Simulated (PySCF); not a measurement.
BiI2, doublet, geometry from GFN2-xTB (such geometries of metal compounds can be far from the true shape) (the spin is typed, not shown lowest) (core potentials on Bi, I).

The PySCF input:
```python
from pyscf import gto, scf, dft

mol = gto.Mole()
mol.atom = '''
    Bi    0.89619474    0.44438201    0.28746279
    I    -1.04089611    1.21333620   -1.58129724
    I    -0.36257867   -1.90925520    1.13111966
'''
mol.basis = 'def2-svp'
mol.ecp = {'Bi': 'def2-svp', 'I': 'def2-svp'}
mol.spin = 1
mol.verbose = 4
mol.build()

mf = dft.UKS(mol)
mf.xc = 'bhandhlyp'
mf.grids.atom_grid = (99, 590)
mf.grids.prune = None
mf.kernel()
```

Question: What does this run give for the number of basis functions, <S^2>, total energy?

Answer: 
```json
{
 "number_of_basis_functions": "78",
 "<S^2>": "0.754",
 "total_energy": "-809.9031 Eh"
}
```

These values belong to the state on which the SCF converged, which isn't shown to be the lowest.

Question: Roughly what does it cost on one core?

Answer: roughly 21 core-seconds.
